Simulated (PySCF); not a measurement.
Can point charges reproduce the dipole moment of `C#C[P@@](=O)(CCC)C(F)(F)F`?

Coordinates (GFN2-xTB, Å) and charges (e) from the PBE0/pcSseg-1 density (PySCF):

```tsv
atom	x	y	z	Mulliken	IAO	Hirshfeld	ESP-fitted
C1	3.439	1.403	-0.437	-0.3068	-0.1325	-0.0411	-0.2654
C2	2.496	0.829	0.035	-0.0589	-0.3493	-0.1106	-0.1817
P3	1.130	0.013	0.811	+1.0303	+1.5158	+0.4241	+0.8083
O4	1.105	0.027	2.269	-0.5508	-0.8756	-0.3685	-0.5633
C5	-0.376	0.576	-0.063	-0.4642	-0.5114	-0.1055	-0.4270
C6	-1.612	-0.008	0.617	-0.3061	-0.2524	-0.0639	+0.4500
C7	-2.893	0.518	-0.018	-0.2426	-0.4154	-0.1121	-0.3714
C8	1.430	-1.735	0.151	+0.6205	+0.5715	+0.2108	+0.2147
F9	0.505	-2.587	0.604	-0.2601	-0.2721	-0.0800	-0.1095
F10	1.407	-1.812	-1.187	-0.2660	-0.2810	-0.0937	-0.1286
F11	2.621	-2.184	0.550	-0.2503	-0.2664	-0.0844	-0.1091
H12	4.264	1.897	-0.866	+0.0684	+0.2160	+0.1129	+0.3092
H13	-0.322	0.299	-1.117	+0.1699	+0.1647	+0.0479	+0.0999
H14	-0.386	1.669	0.005	+0.1707	+0.1645	+0.0559	+0.1494
H15	-1.592	-1.098	0.549	+0.1416	+0.1429	+0.0336	-0.0789
H16	-1.586	0.256	1.677	+0.1544	+0.1538	+0.0434	-0.0540
H17	-2.941	1.602	0.057	+0.1124	+0.1388	+0.0419	+0.0793
H18	-3.760	0.101	0.485	+0.1263	+0.1497	+0.0478	+0.0842
H19	-2.940	0.244	-1.069	+0.1114	+0.1384	+0.0412	+0.0939
```

Problem. What dipole does each set of charges give (1 e·Å = 4.803 D), and what does the density give?

Solution. The full density gives (-0.76, 2.43, -3.37) D, 4.22 D in size; dipole vectors point from the negative to the positive end.

```csv
scheme,μx,μy,μz,size (D),share of the full size (%),angle to the full dipole (°)
Mulliken,-4.72,1.55,-1.37,5.16,122,57
IAO,-1.16,3.37,-3.94,5.31,126,5
Hirshfeld,-0.35,1.45,-2.59,2.98,71,8
ESP-fitted,-0.80,2.44,-3.41,4.27,101,1
```

Problem. Which set comes closest?

Solution. Length of the difference vector: ESP-fitted 0.06 D, IAO 1.17 D, Hirshfeld 1.32 D, Mulliken 4.53 D. Closest: ESP-fitted. 

Problem. What is left for the Hirshfeld atoms' own dipoles?

Solution. The shares of the density sum to the whole, so what Σ q r misses lies in dipoles about the nuclei. The atomic dipoles sum to (-0.76, 2.43, -3.37) − (-0.35, 1.45, -2.59) = (-0.41, 0.98, -0.78) D, 1.32 D in size.

Problem. With the origin at the mean of the coordinates, (-0.001, 0.000, 0.161) Å, which are the largest single terms, by size, of the Mulliken dipole along the direction of the full one?

Solution. O4 +4.93, C8 -3.72, P3 -3.54, F11 +2.45, F9 +2.42 D; all 19 atoms together +2.84 D. The single terms depend on the origin, their sum doesn't.

Problem. Give the size of the full dipole in other units.

Solution. 4.22 D = 1.662 au = 0.880 e·Å = 14.09 × 10⁻³⁰ C·m.

Isolated species at its GFN2-xTB geometry (one conformer only).

Conformer computed: `[CH:1]#[C:2][P@@:3](=[O:4])([CH2:5][CH2:6][CH3:7])[C:8]([F:9])([F:10])[F:11]`: C2–P3–C5–C6 -176°, P3–C5–C6–C7 176°, C2–P3–C8–F9 180°.
